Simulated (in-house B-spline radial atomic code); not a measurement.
A fraction x of an electron is removed from 3p in Sc V (Sc4+), starting from [Ne] 3s2 3p5 and keeping the highest spin. Method: scalar-relativistic (X2C) BP86, spin-polarised, spherical fractional occupations, Fermi nucleus of rms radius 3.5459 fm. Calculated with a radial B-spline atomic code at the basis-set limit.

```
   x  E(x) - E(0) (eV)  3p down level (eV)
   0            0.0000             -82.662
0.08            6.6719             -84.136
0.21           17.7657             -86.540
0.29           24.7482             -88.025
0.48           41.8092             -91.569
 0.5           43.6443             -91.943
 0.6           52.9323             -93.818
0.71           63.3659             -95.886
0.77           69.1529             -97.017
0.99           90.9537            -101.177
   1           91.9665            -101.366
```

The exact functional would give a straight line between the two integer points. Deviations E(x) - E(0) - x[E(1) - E(0)], in eV: -0.685 at x = 0.08, -1.547 at x = 0.21, -1.922 at x = 0.29, -2.335 at x = 0.48, -2.339 at x = 0.5, -2.248 at x = 0.6, -1.93 at x = 0.71, -1.661 at x = 0.77, -0.093 at x = 0.99.

The curve lies below the straight line by up to 2.339 eV (at x = 0.5): convex, the delocalisation error that favours fractional charges.

Task: How well does Slater's transition state (minus the level at half occupation) give the ionisation energy?

Result: It gives 91.943 eV against 91.966 eV from the two total energies; NIST lists 91.95 eV, ground level to ground level.
